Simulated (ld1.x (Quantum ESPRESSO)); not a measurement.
## Configuration tests for aluminium (Al) (ultrasoft)

- Element: Al (Z = 13)
- Generator: ld1.x (Quantum ESPRESSO) 7.5
- Type: ultrasoft
- Functional: PBE
- Relativity: scalar-relativistic
- Frozen core: [Ne]
- Valence charge: 3
- Reference configuration: 3s1.5 3p1.5
- Partial waves: 3s (bound): rcut 2.15, rcutus 2.45 bohr; 3s channel at 0.3 Ry: rcut 2.15, rcutus 2.45 bohr; 3p (bound): rcut 1.55, rcutus 2.00 bohr; 3p channel at 2.25 Ry: rcut 1.55, rcutus 2.00 bohr; 3d channel at 0.45 Ry: rcut 1.50, rcutus 1.90 bohr
- Local potential: all-electron potential smoothed inside 1.80 bohr (lloc = -1)
- Core correction: a·sin(br)/r model core inside 1.95 bohr
- Augmentation charge: built from norm-conserving waves at rcut, not smoothed further

Energies are relative to the spin-unpolarised reference configuration 3s1.5 3p1.5; without spin polarisation the order of configurations can differ from experiment. The frozen-core shift is the all-electron ΔE with the core orbitals held at their reference shape minus the fully relaxed ΔE.

(1) Give the all-electron excitation energy and the error of the potential for: 3s2 3p1; 3s2 3p0; 3s1 3p0; 3s1 3p1; 3s2 3p1.3; 3s1 3p2; 3s0 3p3.

Answers

(1)

```tsv
valence configuration	charge	ΔE all-electron (eV)	error AE − PS (meV)	frozen-core shift (meV)
3s2 3p1	0	-2.546	+1.2	+0.3
3s2 3p0	+1	3.215	+0.7	+0.4
3s1 3p0	+2	22.441	-9.3	+15
3s1 3p1	+1	9.025	-0.9	+2.3
3s2 3p1.3	-0.3	-3.121	+0.8	+0.3
3s1 3p2	0	2.593	+1.3	+0.4
3s0 3p3	0	7.905	+17	+3.3
```
